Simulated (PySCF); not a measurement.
C6H11O (SMILES [CH2]C(=O)CC(C)C), doublet (typed; the unrestricted solution is spin-contaminated), geometry from GFN2-xTB; CCSD(T)/STO-3G (PySCF).

PySCF was given this input:
```python
from pyscf import gto, scf, cc

mol = gto.M(
    atom='''
C     2.205914   -0.440314   -0.457368
C     1.091963    0.412689   -0.335832
O     0.744067    1.183563   -1.236635
C     0.338780    0.385855    0.985224
C    -1.053960   -0.249326    0.794821
C    -1.931975    0.631475   -0.083848
C    -0.941288   -1.658174    0.215690
H     2.848141   -0.346669   -1.316264
H     2.530697   -1.065342    0.353939
H     0.209104    1.413615    1.328704
H     0.900233   -0.172000    1.734105
H    -1.507582   -0.319441    1.791550
H    -2.870038    0.131699   -0.314082
H    -2.150627    1.574846    0.411598
H    -1.418266    0.852435   -1.019423
H    -0.563828   -1.622737   -0.803603
H    -0.269279   -2.270872    0.813074
H    -1.917692   -2.137275    0.201370
''',
    basis='sto-3g',
    charge=0,
    spin=1,
    verbose=4,
)

mf = scf.UHF(mol)
mf.kernel()

mycc = cc.CCSD(mf, frozen=7)
mycc.kernel()
et = mycc.ccsd_t()
print('E(CCSD(T)) = %.10f' % (mycc.e_tot + et))
```

**Question.** What does PySCF print? Leave out banner, timings and long lists.

**Answer.** 
```
PySCF version 2.14.0

[INPUT] verbose = 4
[INPUT] num. atoms = 18
[INPUT] num. electrons = 55
[INPUT] charge = 0
[INPUT] spin (= nelec alpha-beta = 2S) = 1
[INPUT] symmetry False subgroup None
[INPUT] Mole.unit = angstrom
[INPUT] Symbol           X                Y                Z      unit          X                Y                Z       unit  Magmom
[INPUT]  1 C      2.205914000000  -0.440314000000  -0.457368000000 AA    4.168573314344  -0.832072868812  -0.864300258140 Bohr   0.0
[INPUT]  2 C      1.091963000000   0.412689000000  -0.335832000000 AA    2.063511008158   0.779869184621  -0.634630503865 Bohr   0.0
[INPUT]  3 O      0.744067000000   1.183563000000  -1.236635000000 AA    1.406082848327   2.236609921169  -2.336901466052 Bohr   0.0
[INPUT]  4 C      0.338780000000   0.385855000000   0.985224000000 AA    0.640201416480   0.729160273794   1.861803531348 Bohr   0.0
[INPUT]  5 C     -1.053960000000  -0.249326000000   0.794821000000 AA   -1.991695746247  -0.471157855733   1.501994008053 Bohr   0.0
[INPUT]  6 C     -1.931975000000   0.631475000000  -0.083848000000 AA   -3.650903629507   1.193314804510  -0.158449756093 Bohr   0.0
[INPUT]  7 C     -0.941288000000  -1.658174000000   0.215690000000 AA   -1.778776524340  -3.133494726875   0.407595027807 Bohr   0.0
[INPUT]  8 H      2.848141000000  -0.346669000000  -1.316264000000 AA    5.382206454145  -0.655109465877  -2.487378467625 Bohr   0.0
[INPUT]  9 H      2.530697000000  -1.065342000000   0.353939000000 AA    4.782324234258  -2.013204608996   0.668847774802 Bohr   0.0
[INPUT] 10 H      0.209104000000   1.413615000000   1.328704000000 AA    0.395149291551   2.671345195577   2.510886660614 Bohr   0.0
[INPUT] 11 H      0.900233000000  -0.172000000000   1.734105000000 AA    1.701193818296  -0.325032893425   3.276983521239 Bohr   0.0
[INPUT] 12 H     -1.507582000000  -0.319441000000   1.791550000000 AA   -2.848917090324  -0.603656002957   3.385538838465 Bohr   0.0
[INPUT] 13 H     -2.870038000000   0.131699000000  -0.314082000000 AA   -5.423585787094   0.248875040879  -0.593528960656 Bohr   0.0
[INPUT] 14 H     -2.150627000000   1.574846000000   0.411598000000 AA   -4.064096026095   2.976027628367   0.777807493419 Bohr   0.0
[INPUT] 15 H     -1.418266000000   0.852435000000  -1.019423000000 AA   -2.680134311782   1.610868688994  -1.926430275082 Bohr   0.0
[INPUT] 16 H     -0.563828000000  -1.622737000000  -0.803603000000 AA   -1.065480501361  -3.066528502198  -1.518589582879 Bohr   0.0
[INPUT] 17 H     -0.269279000000  -2.270872000000   0.813074000000 AA   -0.508863561097  -4.291326143943   1.536487179005 Bohr   0.0
[INPUT] 18 H     -1.917692000000  -2.137275000000   0.201370000000 AA   -3.623912671269  -4.038864402880   0.380534149704 Bohr   0.0

nuclear repulsion = 311.788488899479
number of shells = 32
number of NR pGTOs = 138
number of NR cGTOs = 46
basis = sto-3g
ecp = {}

******** <class 'pyscf.scf.uhf.UHF'> ********
method = UHF
initial guess = minao
damping factor = 0
level_shift factor = 0
DIIS = <class 'pyscf.scf.diis.CDIIS'>
diis_start_cycle = 1
diis_space = 8
diis_damp = 0
SCF conv_tol = 1e-09
SCF conv_tol_grad = None
SCF max_cycles = 50
direct_scf = True
direct_scf_tol = 1e-13
number electrons alpha = 28  beta = 27
Set gradient conv threshold to 3.16228e-05
init E= -305.966091939269

cycle= 1 E= -304.408172556768  delta_E= 1.56  |g|= 0.486  |ddm|=  3.6
cycle= 2 E= -304.543559321916  delta_E= -0.135  |g|= 0.387  |ddm|= 1.11
cycle= 3 E= -304.62533067413  delta_E= -0.0818  |g|= 0.075  |ddm|= 0.453
cycle= 4 E= -304.638496339116  delta_E= -0.0132  |g|= 0.0496  |ddm|=  0.2
cycle= 5 E= -304.646431152975  delta_E= -0.00793  |g|= 0.0391  |ddm|= 0.145
cycle= 6 E= -304.654210158022  delta_E= -0.00778  |g|= 0.0194  |ddm|= 0.209
cycle= 7 E= -304.655837108573  delta_E= -0.00163  |g|= 0.00377  |ddm|= 0.118
cycle= 8 E= -304.655858201482  delta_E= -2.11e-05  |g|= 0.0025  |ddm|= 0.0126
cycle= 9 E= -304.655872296292  delta_E= -1.41e-05  |g|= 0.00163  |ddm|= 0.0208
cycle= 10 E= -304.655879988926  delta_E= -7.69e-06  |g|= 0.000854  |ddm|= 0.0112
cycle= 11 E= -304.655883366971  delta_E= -3.38e-06  |g|= 0.000625  |ddm|= 0.00616
cycle= 12 E= -304.655885984196  delta_E= -2.62e-06  |g|= 0.000439  |ddm|= 0.00463
cycle= 13 E= -304.655888856262  delta_E= -2.87e-06  |g|= 0.000227  |ddm|= 0.00747
cycle= 14 E= -304.655889576898  delta_E= -7.21e-07  |g|= 0.000115  |ddm|= 0.00438
cycle= 15 E= -304.655889676345  delta_E= -9.94e-08  |g|= 4.53e-05  |ddm|= 0.00166
cycle= 16 E= -304.655889684482  delta_E= -8.14e-09  |g|= 2.03e-05  |ddm|= 0.000438
cycle= 17 E= -304.655889685393  delta_E= -9.11e-10  |g|= 9.34e-06  |ddm|= 9.06e-05
Extra cycle  E= -304.655889685503  delta_E= -1.1e-10  |g|= 5.8e-06  |ddm|= 1.56e-05
converged SCF energy = -304.655889685503  <S^2> = 1.0551598  2S+1 = 2.2848718

******** <class 'pyscf.cc.uccsd.UCCSD'> ********
CC2 = 0
CCSD nocc = (np.int64(21), np.int64(20)), nmo = (39, 39)
frozen orbitals 7
max_cycle = 50
direct = 0
conv_tol = 1e-07
conv_tol_normt = 1e-06
diis_space = 6
diis_start_cycle = 0
diis_start_energy_diff = 1e+09
Init t2, MP2 energy = -0.313994361139888
Init E_corr(UCCSD) = -0.313994361168895
cycle = 1  E_corr(UCCSD) = -0.380014243477212  dE = -0.0660198823  norm(t1,t2) = 0.112251
cycle = 2  E_corr(UCCSD) = -0.403755930342961  dE = -0.0237416869  norm(t1,t2) = 0.060243
cycle = 3  E_corr(UCCSD) = -0.427340945051862  dE = -0.0235850147  norm(t1,t2) = 0.0414085
cycle = 4  E_corr(UCCSD) = -0.430198634272149  dE = -0.00285768922  norm(t1,t2) = 0.0192286
cycle = 5  E_corr(UCCSD) = -0.430480161565577  dE = -0.000281527293  norm(t1,t2) = 0.00792361
cycle = 6  E_corr(UCCSD) = -0.430849284031316  dE = -0.000369122466  norm(t1,t2) = 0.0029671
cycle = 7  E_corr(UCCSD) = -0.430882659253377  dE = -3.33752221e-05  norm(t1,t2) = 0.00143432
cycle = 8  E_corr(UCCSD) = -0.430932036888506  dE = -4.93776351e-05  norm(t1,t2) = 0.000975112
cycle = 9  E_corr(UCCSD) = -0.430972079540644  dE = -4.00426521e-05  norm(t1,t2) = 0.000669031
cycle = 10  E_corr(UCCSD) = -0.430969301940683  dE = 2.77759996e-06  norm(t1,t2) = 0.000334713
cycle = 11  E_corr(UCCSD) = -0.430953384116211  dE = 1.59178245e-05  norm(t1,t2) = 0.000205768
cycle = 12  E_corr(UCCSD) = -0.430940199165206  dE = 1.3184951e-05  norm(t1,t2) = 0.000156366
cycle = 13  E_corr(UCCSD) = -0.430929091198977  dE = 1.11079662e-05  norm(t1,t2) = 0.000132189
cycle = 14  E_corr(UCCSD) = -0.430922761792461  dE = 6.32940652e-06  norm(t1,t2) = 0.000101331
cycle = 15  E_corr(UCCSD) = -0.430922564862993  dE = 1.96929467e-07  norm(t1,t2) = 6.08935e-05
cycle = 16  E_corr(UCCSD) = -0.430924831357321  dE = -2.26649433e-06  norm(t1,t2) = 3.72605e-05
cycle = 17  E_corr(UCCSD) = -0.430927347249626  dE = -2.51589231e-06  norm(t1,t2) = 2.47601e-05
cycle = 18  E_corr(UCCSD) = -0.430928530485648  dE = -1.18323602e-06  norm(t1,t2) = 1.47677e-05
cycle = 19  E_corr(UCCSD) = -0.430928961257298  dE = -4.3077165e-07  norm(t1,t2) = 9.66455e-06
cycle = 20  E_corr(UCCSD) = -0.430929117658754  dE = -1.56401457e-07  norm(t1,t2) = 6.52187e-06
cycle = 21  E_corr(UCCSD) = -0.430929234764992  dE = -1.17106238e-07  norm(t1,t2) = 3.94841e-06
cycle = 22  E_corr(UCCSD) = -0.43092930520188  dE = -7.04368877e-08  norm(t1,t2) = 2.59273e-06
cycle = 23  E_corr(UCCSD) = -0.430929376461545  dE = -7.12596652e-08  norm(t1,t2) = 1.96013e-06
cycle = 24  E_corr(UCCSD) = -0.430929414260051  dE = -3.77985062e-08  norm(t1,t2) = 1.54268e-06
cycle = 25  E_corr(UCCSD) = -0.430929418066393  dE = -3.80634135e-09  norm(t1,t2) = 1.21846e-06
cycle = 26  E_corr(UCCSD) = -0.430929416756417  dE = 1.30997518e-09  norm(t1,t2) = 9.60951e-07
UCCSD converged
E(UCCSD) = -305.0868191022593  E_corr = -0.4309294167564173
UCCSD(T) correction = -0.00440388440514632
E(CCSD(T)) = -305.0912229867
```
